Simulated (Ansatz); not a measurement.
Reaction (substitution at a C–Ge bond): `O[SiH](O)[CH2][GeH3]` + HCl → `O[SiH](O)CCl` + GeH₄

Gas-phase electronic energies from Ansatz, PBE0-D4/def2-TZVP geometries. CCSD(T)/CBS is the MP2 limit (def2-TZVPP, def2-QZVPP) plus CCSD(T) − MP2 in def2-TZVPP, frozen cores. This one scheme is used for every species. DFT in def2-TZVPP. For Ge outer-core shells are correlated without core-valence functions, which leaves a few kJ/mol of doubt a bond. Scalar relativity is left out up to krypton. Each species was taken in one conformer, which may not be the lowest.

`O[SiH](O)[CH2][GeH3]`:

Cartesian coordinates in Å:
```
O -0.501 1.854 0.019
Si -0.185 0.596 1.035
O 0.700 1.062 2.341
C 0.659 -0.664 -0.024
Ge -0.368 -1.156 -1.623
H -0.997 2.594 0.371
H -1.434 0.074 1.639
H 1.589 1.384 2.185
H 1.632 -0.291 -0.358
H 0.838 -1.567 0.565
H -1.848 -1.368 -1.256
H -0.265 -0.050 -2.682
H 0.181 -2.469 -2.212
```

HCl:

```xyz
2

Cl    0.016    0.152    0.621
H    -0.016   -0.152   -0.621
```

`O[SiH](O)CCl`:

```xyz
10

O    -0.469   -1.412    0.945
Si   -0.587   -0.299   -0.251
O    -1.906    0.619    0.048
C     0.981    0.737   -0.267
Cl    2.366   -0.392   -0.440
H     0.379   -1.854    1.036
H    -0.773   -0.896   -1.592
H    -2.144    0.770    0.964
H     1.131    1.294    0.659
H     1.023    1.434   -1.104
```

GeH₄:

Cartesian coordinates in Å:
```
Ge 0.000 0.000 0.000
H -1.343 -0.449 0.589
H 1.048 0.077 1.117
H -0.161 1.382 -0.645
H 0.456 -1.010 -1.061
```

```tsv
level	ΔE (kcal/mol)	difference from CCSD(T)/CBS
r2SCAN-D4	15.1	-1.7
ωB97M-V	15.4	-1.4
PBE	14.0	-2.8
r2SCAN	14.9	-1.9
SCS-MP2/def2-TZVPP	17.0	0.2
HF/def2-QZVPP	13.1	-3.7
MP2/def2-QZVPP	18.0	1.2
HF/CBS(def2)	13.1	-3.7
MP2/CBS(def2)	17.9	1.1
CCSD/CBS(def2)	16.7	-0.1
CCSD(T)/CBS	16.8	0
```

Largest T1 diagnostic among the species: 0.012.

The D4 term adds +1.0 kcal/mol with B3LYP and +0.6 kcal/mol with PBE0; it sums over pairs of atoms, weighted by their polarisabilities, and B3LYP, whose exchange is more repulsive, gets the larger term. From PBE to PBE0 (25 % exact exchange), in def2-TZVPP and without D4, ΔE moves by +0.8 kcal/mol.

B3LYP here is the variant with VWN-RPA as its local correlation; programs differ in this.
